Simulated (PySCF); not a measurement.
# Structure and norm of the vector part βᵢ = ⅓ Σⱼ (βᵢⱼⱼ + βⱼᵢⱼ + βⱼⱼᵢ) of the static first hyperpolarisability

Method: quadratic response CAM-B3LYP/aug-cc-pVDZ first hyperpolarisability, Taylor convention, gas phase (PySCF). Geometry: PBE0-D3(BJ)/def2-SVP.

Each molecule in one low-energy conformer. The parent is C=C/C=C/C(C)=O.

(1) Order by norm of the vector part βᵢ = ⅓ Σⱼ (βᵢⱼⱼ + βⱼᵢⱼ + βⱼⱼᵢ) of the static first hyperpolarisability, lowest first.
A. C=C/C=C/C(C)=O
B. C#C/C=C/C=C/C(C)=O
C. CC(=O)/C=C/C=C/[SiH3]

Results:

(1) A (396 au), C (480 au), B (1148 au).

All values:
```csv
molecule,change,static β vector norm (au),static β HRS (au),S1 (eV)
C=C/C=C/C(C)=O,base,396,186,3.75
CC(=O)/C=C/C=C/[SiH3],H replaced by SiH3,480,220,3.69
C#C/C=C/C=C/C(C)=O,H replaced by ethynyl,1148,491,3.65
```
